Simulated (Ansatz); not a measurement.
Process, species as SMILES: [O]=[Ta]([OH])([OH])[OH] -> [O]=[Ta]([OH])([OH])[OH] as doublet, charge +1 + e-
Geometries: B3LYP-D3(BJ)/def2-TZVP minima from Ansatz (an electronic-structure program), one conformer each, not searched for the lowest. Frequencies are from Ansatz. [O]=[Ta]([OH])([OH])[OH] as doublet, charge +1: The spin state was set by rule; other spins were not relaxed.

Wanted: adiabatic ionisation energy (0 K, with B3LYP-D3(BJ) harmonic zero-point energies), in eV. Correlated levels leave the core frozen unless marked. Open shells are spin-unrestricted. No spin-orbit coupling. Frozen are the shells of the preceding noble gas and the d and f shells that filled before the atom's block. Past Kr the def2 sets carry scalar-relativistic core potentials. CBS(X,Y): correlation extrapolated as X^-3; Hartree-Fock from the larger set. [CCSD(T)-MP2]/basis is that difference in the basis named.

```csv
level,program,adiabatic ionisation energy (eV),minus last row
HF/def2-SVPD,Ansatz,8.36,-1.97
HF/def2-TZVPP,Ansatz,8.22,-2.11
PBE/def2-TZVPD,Ansatz,10.07,-0.26
revPBE-D4/def2-TZVPD,Ansatz + dftd4,10.04,-0.29
PBE0/def2-TZVPD,Ansatz,9.98,-0.35
PBE0/def2-QZVPP,Ansatz,9.96,-0.37
r2SCANh/def2-TZVPD,Ansatz,9.92,-0.41
HSE06-D3(BJ)/def2-TZVPD,Ansatz + dftd3,9.98,-0.35
wB97M-V/def2-TZVPD,Ansatz,10.05,-0.28
B2GP-PLYP-D4/def2-TZVPD,Ansatz + dftd4,10.26,-0.07
B2PLYP-D4/def2-TZVPD,Ansatz + dftd4,10.24,-0.09
B2PLYP/def2-TZVPD,Ansatz,10.22,-0.11
"RI-MP2/CBS(def2-TZVPPD,def2-QZVPPD)",Ansatz,10.83,0.50
SCS-MP2/def2-SVPD,Ansatz,10.46,0.13
"RI-MP2/CBS(def2-TZVPPD,def2-QZVPPD)+[CCSD(T)-MP2]/def2-TZVPPD",Ansatz,10.33,0.00
```
